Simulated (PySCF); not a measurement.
Radial density of Os (osmium, neutral)

B2PLYP, [Xe] 4f14 5d8, high-spin 3F determinant (an excited configuration). Computed with PySCF 2.14 in aug-cc-pVTZ-PP with ECP60MDF, with scalar relativity through the core potential. This is the valence pseudo-density: the core potential removes the inner electrons and smooths the orbitals near the nucleus.

```json
{"r (bohr)": "0.134", "4πr²ρ (e/bohr)": "1.755e-05", "4πr²(ρα − ρβ)": "0.0000"}
{"r (bohr)": "0.225", "4πr²ρ (e/bohr)": "0.0007170", "4πr²(ρα − ρβ)": "0.0001"}
{"r (bohr)": "0.379", "4πr²ρ (e/bohr)": "0.07319", "4πr²(ρα − ρβ)": "0.0024"}
{"r (bohr)": "0.638", "4πr²ρ (e/bohr)": "3.865", "4πr²(ρα − ρβ)": "0.1102"}
{"r (bohr)": "1.07", "4πr²ρ (e/bohr)": "13.16", "4πr²(ρα − ρβ)": "1.0368"}
{"r (bohr)": "1.80", "4πr²ρ (e/bohr)": "5.606", "4πr²(ρα − ρβ)": "1.0668"}
{"r (bohr)": "3.04", "4πr²ρ (e/bohr)": "1.142", "4πr²(ρα − ρβ)": "0.2329"}
{"r (bohr)": "5.11", "4πr²ρ (e/bohr)": "0.1083", "4πr²(ρα − ρβ)": "0.0070"}
{"r (bohr)": "8.59", "4πr²ρ (e/bohr)": "0.002120", "4πr²(ρα − ρβ)": "-0.0003"}
```

Energies and moments cover only the electrons outside the core potential. Spin-orbit coupling, absent here, splits the open shell strongly.
